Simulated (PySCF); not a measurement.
`O=C[C@@H]1C[Se]C[C@@H]1F`, C5H7FOSe

Molfile (atoms numbered from 1):
```
C5H7FOSe
     RDKit          3D

 15 15  0  0  0  0  0  0  0  0999 V2000
    1.6664   -0.8624   -1.6777 O   0  0  0  0  0  0  0  0  0  0  0  0
    1.2820    0.1227   -1.1205 C   0  0  0  0  0  0  0  0  0  0  0  0
    0.7702    0.1666    0.3063 C   0  0  2  0  0  0  0  0  0  0  0  0
    0.5143   -1.2229    0.8610 C   0  0  0  0  0  0  0  0  0  0  0  0
   -1.3237   -1.7201    0.3000 Se  0  0  0  0  0  2  0  0  0  0  0  0
   -1.6038    0.1117   -0.3581 C   0  0  0  0  0  0  0  0  0  0  0  0
   -0.5567    0.9374    0.3664 C   0  0  2  0  0  0  0  0  0  0  0  0
   -0.4293    2.1793   -0.2119 F   0  0  0  0  0  0  0  0  0  0  0  0
    1.2788    1.1120   -1.6125 H   0  0  0  0  0  0  0  0  0  0  0  0
    1.5296    0.6959    0.8947 H   0  0  0  0  0  0  0  0  0  0  0  0
    0.5559   -1.2477    1.9501 H   0  0  0  0  0  0  0  0  0  0  0  0
    1.2117   -1.9498    0.4456 H   0  0  0  0  0  0  0  0  0  0  0  0
   -1.4336    0.1391   -1.4364 H   0  0  0  0  0  0  0  0  0  0  0  0
   -2.6212    0.4329   -0.1400 H   0  0  0  0  0  0  0  0  0  0  0  0
   -0.8450    1.1132    1.4109 H   0  0  0  0  0  0  0  0  0  0  0  0
  1  2  2  0
  2  3  1  0
  3  4  1  0
  4  5  1  0
  5  6  1  0
  6  7  1  0
  7  8  1  0
  7  3  1  0
  2  9  1  0
  3 10  1  1
  4 11  1  0
  4 12  1  0
  6 13  1  0
  6 14  1  0
  7 15  1  1
M  END
```

Computed with TDDFT CAM-B3LYP/def2-SVPD circular dichroism and optical rotation, one conformer, gas phase (PySCF). Geometry: GFN2-xTB.

The molecule is flexible and this is one conformer; a measurement averages over conformers. The calculation is non-relativistic, which matters for the atoms heavier than Zn.

**Question.** Draw the ECD and absorption spectra from the lowest 8 states, each a Gaussian of half-width 0.35 eV at 1/e height.

**Answer.** 
```csv
E (eV),λ (nm),Δε (L mol⁻¹ cm⁻¹),ε (L mol⁻¹ cm⁻¹)
3.77,329,-0.18,0.921
3.87,321,-0.37,1.96
3.97,313,-0.62,3.57
4.07,305,-0.88,5.54
4.17,298,-1.05,7.37
4.27,291,-1.03,8.52
4.37,284,-0.81,8.95
4.47,278,-0.45,9.48
4.57,272,+0.01,11.8
4.67,266,+0.52,17.5
4.77,260,+1.08,27.7
4.87,255,+1.61,42.7
4.97,250,+1.98,65.5
5.07,245,+2.02,107
5.17,240,+1.67,191
5.27,235,+0.99,346
5.37,231,+0.15,583
5.47,227,-0.69,871
5.57,223,-1.38,1140
5.67,219,-1.93,1320
5.77,215,-2.42,1400
5.87,211,-3.03,1440
5.97,208,-3.90,1510
6.07,204,-4.97,1630
6.17,201,-6.12,1750
6.27,198,-7.19,1810
6.37,195,-8.11,1810
6.47,192,-8.60,1800
6.57,189,-8.09,1820
6.67,186,-6.02,1830
6.77,183,-2.42,1800
6.87,181,+1.78,1700
6.97,178,+5.23,1520
```
Δε uses R in velocity form, ε uses f in length form. Only the states computed contribute, so the short-wavelength end is incomplete.
